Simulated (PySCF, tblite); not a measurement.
One entry of a table of gas-phase calculations, keyed by method. Lists by class give the value and the number of equivalent atoms.

```json
{
 "formula": "C7H12OP2",
 "smiles": "CCCP(P)c1ccco1",
 "charge": 0,
 "multiplicity": 1,
 "geometry_level": "GFN2-xTB",
 "atoms_angstrom": [
  ["C", 2.85, -0.766, -0.803],
  ["C", 1.605, 0.077, -0.559],
  ["C", 1.353, 0.275, 0.931],
  ["P", -0.248, 1.128, 1.371],
  ["P", -0.418, 2.571, -0.24],
  ["C", -1.405, -0.026, 0.592],
  ["C", -1.77, -1.318, 0.849],
  ["C", -2.8, -1.623, -0.07],
  ["C", -2.999, -0.494, -0.803],
  ["O", -2.164, 0.477, -0.407],
  ["H", 3.723, -0.297, -0.355],
  ["H", 3.028, -0.878, -1.87],
  ["H", 2.731, -1.756, -0.368],
  ["H", 0.739, -0.41, -1.015],
  ["H", 1.727, 1.055, -1.037],
  ["H", 1.324, -0.692, 1.444],
  ["H", 2.159, 0.861, 1.383],
  ["H", -1.538, 3.157, 0.346],
  ["H", 0.441, 3.466, 0.404],
  ["H", -1.349, -1.965, 1.592],
  ["H", -3.322, -2.554, -0.166],
  ["H", -3.676, -0.268, -1.604]
 ],
 "electronic_structure_code": "PySCF",
 "results": {
  "GFN2-xTB geometry": {
   "point_group": "C1",
   "rotational_constants_GHz": [1.215, 0.773, 0.601]
  },
  "PBE0/pcSseg-1 ground state and GIAO shieldings, non-relativistic": {
   "dipole_D": 1.28,
   "homo_eV": -5.98,
   "lumo_eV": -0.09,
   "shift_vs_computed_TMS_C_by_class_ppm": [
    [159.7, 1],
    [149.1, 1],
    [120.6, 1],
    [119.4, 1],
    [34.7, 1],
    [24.3, 1],
    [18.6, 1]
   ],
   "shift_vs_computed_TMS_H_by_class_ppm": [
    [7.62, 1],
    [6.78, 1],
    [6.76, 1],
    [2.19, 2],
    [1.5, 2],
    [1.38, 2],
    [0.95, 3]
   ],
   "shielding_other_nuclei_by_class_ppm": [
    ["O", 17.3, 1],
    ["P", 385.6, 1],
    ["P", 557.0, 1]
   ],
   "charges_hirshfeld_e_by_atom": [-0.12, -0.07, -0.11, 0.09, 0.03, 0.0, -0.09, -0.09, 0.01, -0.05, 0.04, 0.04, 0.04, 0.03, 0.03, 0.04, 0.04, -0.01, -0.02, 0.06, 0.06, 0.06]
  },
  "GFN2-xTB harmonic vibrations, gas phase": {
   "strongest_ir_bands_cm-1_km_per_mol_modes": [
    [1173.2, 33.8, 1],
    [2244.5, 57.6, 1],
    [2305.6, 101.0, 1],
    [2943.7, 51.0, 1],
    [3031.1, 38.9, 1],
    [3034.9, 36.1, 1]
   ],
   "zpe_kcal_per_mol": 107.2
  }
 }
}
```

A dipole of 1.28 D is allowed in C1, and pure rotational transitions are dipole-allowed. The rotational constants make it an asymmetric top with κ = (2B − A − C)/(A − C) = -0.44, nearer the prolate limit (−1). The dipole equals about 4.3 × 10⁻³⁰ C·m (1 D = 3.33564 × 10⁻³⁰ C·m). With B = h/(8π²I), that is 505.379 GHz u Å² over I, the principal moments of inertia are 415.9, 653.9 and 841.5 u Å² (most abundant isotopes). The zero-point energy, half the sum of the 60 harmonic wavenumbers, equals 37480 cm⁻¹ or 448 kJ/mol.

 NMR classes are plain means over equivalent atoms (diastereotopic ones count apart unless rotation or inversion swaps them), as if these changed places fast; in this geometry the members of some classes differ.

The values belong to the conformer `[CH3:1][CH2:2][CH2:3][P:4]([PH2:5])[c:6]1[cH:7][cH:8][cH:9][o:10]1`: C1–C2–C3–P4 -173°, C2–C3–P4–P5 -36°, C3–P4–C6–C7 68°, H–P5–P4–C3 -174°, H–P5–P4–C3 -82°.
